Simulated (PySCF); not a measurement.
C3H4N2O, SMILES C1=NC=NCO1. Heavy atoms are numbered as in [CH:1]1=[N:2][CH:3]=[N:4][CH2:5][O:6]1. Hydrogens are named by the atom that carries them.

Coordinates come from a B3LYP-D3(BJ)/def2-SVP optimisation. Other conformers were not sampled.

Calculation: PySCF with PBE0/pcSseg-1.

GIAO shieldings, no solvent; atoms alike by connectivity are averaged. δ = σ(ref) − σ: ¹³C against TMS (σ = 186.3 ppm); ¹⁵N against NH3 (σ = 267.4 ppm); ¹⁷O against H2O (σ = 334.2 ppm); ¹H against TMS (σ = 31.56 ppm), references at their B3LYP-D3(BJ)/def2-TZVP geometries, non-relativistic.

| atoms | nucleus | count | δ (ppm) |
|---|---|---|---|
| C1 (CH) | ¹³C | 1 | … |
| C3 (CH) | ¹³C | 1 | 161.5 |
| C5 (CH2) | ¹³C | 1 | … |
| N4 | ¹⁵N | 1 | … |
| N2 | ¹⁵N | 1 | 262.2 |
| O6 | ¹⁷O | 1 | … |
| H on C3 | ¹H | 1 | 7.57 |
| H on C1 | ¹H | 1 | 7.25 |
| H on C5 | ¹H | 2 | 6.08 |

Q: What belongs in the gaps? (The exact figures need the calculation; the answer reports its results.)

A: 
- C1 (CH), δ (ppm): 168.1
- C5 (CH2), δ (ppm): 84.8
- N4, δ (ppm): 298.2
- O6, δ (ppm): 159.4
